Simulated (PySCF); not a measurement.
## `C=C[C@]12CC[C@H]1C2`, C₇H₁₀

Geometry:
```tsv
atom	x (Å)	y (Å)	z (Å)
C1	-2.175	-0.271	1.354
C2	-1.425	0.555	0.641
C3	-0.240	0.168	-0.115
C4	0.492	-1.170	-0.031
C5	1.839	-0.429	-0.160
C6	1.094	0.892	-0.262
C7	0.144	0.841	-1.409
H8	-3.040	0.073	1.894
H9	-1.956	-1.323	1.421
H10	-1.676	1.608	0.585
H11	0.373	-1.663	0.930
H12	0.256	-1.876	-0.828
H13	2.442	-0.687	-1.032
H14	2.454	-0.509	0.733
H15	1.419	1.818	0.184
H16	0.375	0.229	-2.270
H17	-0.383	1.754	-1.646
```

Computed with PySCF, TDDFT B3LYP/def2-SVPD circular dichroism and optical rotation, one conformer, gas phase. Geometry: GFN2-xTB.

The molecule is flexible and this is one conformer; a measurement averages over conformers. States above about 6.4 eV (minus the energy of the highest occupied orbital) lie near or above the ionisation threshold and depend on the basis.

Q: Draw the ECD and absorption spectra from the lowest 16 states, each a Gaussian of half-width 0.3 eV at 1/e height.

A: 
```csv
E (eV),λ (nm),Δε (L mol⁻¹ cm⁻¹),ε (L mol⁻¹ cm⁻¹)
5.65,219,+3.44,785
5.75,216,+9.37,2250
5.85,212,+20.45,5270
5.95,208,+35.78,10100
6.05,205,+50.22,15900
6.15,202,+56.53,20600
6.25,198,+50.98,22200
6.35,195,+36.57,19800
6.45,192,+20.13,14800
6.55,189,+6.89,9520
6.65,186,-1.93,5760
6.75,184,-7.59,3960
6.85,181,-11.53,3570
6.95,178,-14.34,3700
7.05,176,-16.19,3670
7.15,173,-17.87,3260
7.25,171,-20.55,2710
7.35,169,-24.09,2320
7.45,166,-26.09,2220
7.55,164,-24.25,2350
7.65,162,-20.04,2710
7.75,160,-18.67,3440
7.85,158,-24.07,4700
7.95,156,-34.33,6300
8.05,154,-42.57,7540
```
Δε uses R in velocity form, ε uses f in length form. Only the states computed contribute, so the short-wavelength end is incomplete.

The sign of the CD band at 188 nm isn't settled: the length form gives the opposite one.
